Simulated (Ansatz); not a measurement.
H3BN, SMILES `[BH-]N` (lower singlet) (charge -1, multiplicity 1). This singlet lies 1.18 eV below the relaxed triplet at the level frozen-core CCSD(T)/aug-cc-pVTZ // PBE0-D3(BJ)/def2-TZVPD (Ansatz, a program for electronic structure).

Cartesian coordinates (Å):
```xyz
5

B      0.8853    -0.4389     0.3009
N     -0.4669    -0.0963     0.0191
H      1.5964     0.4717    -0.1426
H     -1.2324    -0.6862     0.2848
H     -0.7824     0.7497    -0.4622
```
Charge -1, spin multiplicity 1.

Frozen-core energies in aug-cc-pVTZ from Ansatz at a geometry from PBE0-D3(BJ)/def2-TZVPD; the HF reference has <S^2> = 0.00 (restricted, and unstable towards unrestricted orbitals) and the T1 diagnostic is 0.026.

```tsv
level	energy (Ha)
HF	-80.83098
MP2	-81.17657
CCSD	-81.19624
CCSD(T)	-81.21284
```

Q: Estimate the energies of CCSDT and CCSDT(Q), and give each level's difference from CCSDT(Q).

A: 
```tsv
level	energy (Ha)	difference from CCSDT(Q) (mHa)
MP2	-81.17657	37.96
CCSD	-81.19624	18.29
CCSD(T)	-81.21284	1.69
CCSDT	-81.21344	1.09
CCSDT(Q)	-81.21453	0.00
```
